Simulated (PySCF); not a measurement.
## Exercise with solution: chemical shift, span and skew from a shielding tensor

Si(H)(vinyl)(OH)(OMe) (C₃H₈O₂Si), SMILES CO[SiH](O)C=C. Atoms are numbered in the order given.

```xyz
14

Si    -0.1981    -0.0914    -0.3886
O     -0.0982     1.5385    -0.7144
C      1.4982    -0.8477    -0.3414
C      2.5628    -0.2255    -0.8615
O     -0.8691    -0.4105     1.0963
C     -2.1993    -0.1338     1.4363
H     -1.0893    -0.6201    -1.4575
H      0.4726     2.0418    -0.1251
H      1.6374    -1.8330     0.1214
H      2.4717     0.7580    -1.3373
H      3.5675    -0.6625    -0.8422
H     -2.4128    -0.5684     2.4247
H     -2.9125    -0.5689     0.7115
H     -2.3930     0.9524     1.4900
```

The structure is a stationary point at PBE0-D3(BJ)/def2-SVP. The values are those of a single conformer.

GIAO shieldings from PySCF with PBE0/pcSseg-1, non-relativistic, no solvent. The symmetric part of the tensor of C4 has the principal values -92.1, 40.5, 167.1 ppm. The same nucleus in TMS has σ = 186.3 ppm at this level (PySCF, at its B3LYP-D3(BJ)/def2-TZVP geometry).

Problem. Work out the isotropic shielding, the ¹³C shift against TMS, the span and the skew.

Solution. 
σ(iso) = (σ11 + σ22 + σ33)/3 = 38.5 ppm. δ = σ(ref) − σ(iso) = 186.3 − (38.5) = 147.8 ppm.
Span Ω = σ33 − σ11 = 259.2 ppm. Skew κ = 3(σ(iso) − σ22)/Ω = -0.02. Tumbling in solution averages the tensor to δ; in a static solid the shielding alone would spread this spin-1/2 line over Ω.
